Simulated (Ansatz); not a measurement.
C₄H₈Si, SMILES `C#CC(C)[SiH3]`. Charge 0, multiplicity 1.

Cartesian coordinates in Å:
```
C 1.420 1.860 -1.021
C 0.983 0.863 -0.512
C 0.404 -0.320 0.090
C 0.052 -0.117 1.568
Si -1.119 -0.820 -0.927
H 1.818 2.738 -1.471
H 1.121 -1.146 -0.002
H 0.939 0.152 2.144
H -0.370 -1.031 1.993
H -0.679 0.685 1.687
H -2.135 0.261 -0.849
H -0.739 -1.055 -2.343
H -1.692 -2.070 -0.356
```

(1) Give the diagnostics of a CCSD(T)/def2-TZVPP run (frozen core, Ansatz 0.2.0). (Estimate.)

Results:

(1) Ansatz gave: T1 = 0.0112, largest single amplitude 0.011, largest double 0.028, (T) share of the correlation energy 4.3 %, 9 CCSD cycles. The RHF solution is stable towards an unrestricted one. T1 lies under the customary mark of 0.02 for closed shells.
